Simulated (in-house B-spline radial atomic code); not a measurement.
Successive ionisation energies of bismuth; each step leads to the configuration of the next row (after the last: [Xe] 4f14 5d3/2(4) 5d5/2(1)). Dirac energy differences include first-order Breit, QED and recoil terms. NIST's values go from ground level to ground level; the uncertainty of those that are theory runs from under 0.1 % in few-electron ions to several per cent in heavy many-electron ones. Computed with a B-spline radial code for spherical atoms: Dirac-Hartree-Fock, jj configuration that fills j = l - 1/2 first, finite nuclei.

A number in brackets counts the electrons of a j subshell.

```
 ion                configuration  ionisation energy (eV)  tabulated value (eV)    tabulated kind  computed minus tabulated (eV)  highest orbital  largest mean radius (bohr)
Bi5+               [Xe] 4f14 5d10                   86.79                  88.4    semi-empirical                          -1.61            5d5/2                       1.201
Bi6+  [Xe] 4f14 5d3/2(4) 5d5/2(5)                       ?                     ?  tabulated theory                              ?                ?                           ?
Bi7+  [Xe] 4f14 5d3/2(4) 5d5/2(4)                       ?                     ?  tabulated theory                              ?                ?                           ?
Bi8+  [Xe] 4f14 5d3/2(4) 5d5/2(3)                  142.05                   143  tabulated theory                          -0.95            5d5/2                      1.1253
Bi9+  [Xe] 4f14 5d3/2(4) 5d5/2(2)                  161.69                 161.1  tabulated theory                           0.59            5d5/2                      1.1041
```

Question: Fill in the row of Bi6+.

Answer: ionisation energy (eV): 104.57; tabulated value (eV): 103; computed minus tabulated (eV): 1.57; highest orbital: 5d5/2; largest mean radius (bohr): 1.1731.

Question: Fill in the row of Bi7+.

Answer: ionisation energy (eV): 123.00; tabulated value (eV): 122; computed minus tabulated (eV): 1.00; highest orbital: 5d5/2; largest mean radius (bohr): 1.1481.
